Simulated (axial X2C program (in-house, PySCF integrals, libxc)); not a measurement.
**Low determinants of MoN⁺ at the PBE0 level, with spin–orbit coupling**

All values were computed with an in-house all-electron X2C program for linear molecules (integrals from PySCF). Two-component (2c) means X2C with spin–orbit coupling and atomic mean-field two-electron Coulomb and Gaunt terms. Basis: Mo dyall-cv3z [11s12p9d5f3g], N dyall-av3z [7s7p3d2f] (cores contracted in-house); Gaussian nuclei, density fitting, unrestricted open shells. Masses: Mo 97.905 u, N 14.003 u.

Search at 1.580 Å (vertical energies from the lowest determinant):

```json
{"ΔE (eV)": "0.00", "state": "Ω = 1", "electrons beyond evenly filled partner blocks": "ω = -3/2, ω = 5/2", "electrons in ±ω = 1/2, 3/2, 5/2, 7/2": "32 13 3 0"}
{"ΔE (eV)": "0.87", "state": "Ω = 0", "electrons beyond evenly filled partner blocks": "none", "electrons in ±ω = 1/2, 3/2, 5/2, 7/2": "32 14 2 0"}
{"ΔE (eV)": "1.03", "state": "Ω = 4", "electrons beyond evenly filled partner blocks": "ω = 3/2, ω = 5/2", "electrons in ±ω = 1/2, 3/2, 5/2, 7/2": "32 13 3 0"}
{"ΔE (eV)": "1.19", "state": "Ω = 0", "electrons beyond evenly filled partner blocks": "none", "electrons in ±ω = 1/2, 3/2, 5/2, 7/2": "32 12 4 0"}
{"ΔE (eV)": "1.96", "state": "Ω = 1", "electrons beyond evenly filled partner blocks": "ω = -1/2, ω = 3/2", "electrons in ±ω = 1/2, 3/2, 5/2, 7/2": "33 13 2 0"}
{"ΔE (eV)": "2.13", "state": "Ω = 3", "electrons beyond evenly filled partner blocks": "ω = 1/2, ω = 5/2", "electrons in ±ω = 1/2, 3/2, 5/2, 7/2": "33 12 3 0"}
{"ΔE (eV)": "2.48", "state": "Ω = 2", "electrons beyond evenly filled partner blocks": "ω = 1/2, ω = 3/2", "electrons in ±ω = 1/2, 3/2, 5/2, 7/2": "33 13 2 0"}
```

Lowest determinant, Ω = 1 (⟨Sz⟩ = 1.00, ⟨Lz⟩ = 0.00 at PBE0): Re = 1.576 Å, ωe = 1194.6 cm⁻¹.

The determinant in row 2 of the search, Ω = 0 (closed shell), was followed along the bond at PBE0; measured from the minimum of the lowest determinant it gives:

Te = 0.870 eV (7014 cm⁻¹), Re = 1.568 Å, ωe = 1243.8 cm⁻¹.

**Question.** Compare the bond of the determinant in row 2 with that of the lowest one.

**Answer.** At PBE0 its Re is 0.008 Å shorter and its force constant, which goes as ωe², is 1.08 times that of the lowest determinant. T0 ≈ Te + Δωe/2 = 7014 + (25) = 7039 cm⁻¹.

The search compares states at one distance, so a state with another bond length can lie lower; it is not exhaustive and yields mostly the lowest determinant of each block pattern, so other components and higher states of one pattern are missing. These are energies of single determinants, not of spin-adapted states; PBE0 term energies can be off by some tenths of an eV, and the functional has no current term. Open-shell Ω = 0 determinants with evenly filled partner blocks cannot be reached by this program, so the Ω shown need not be the lowest component.
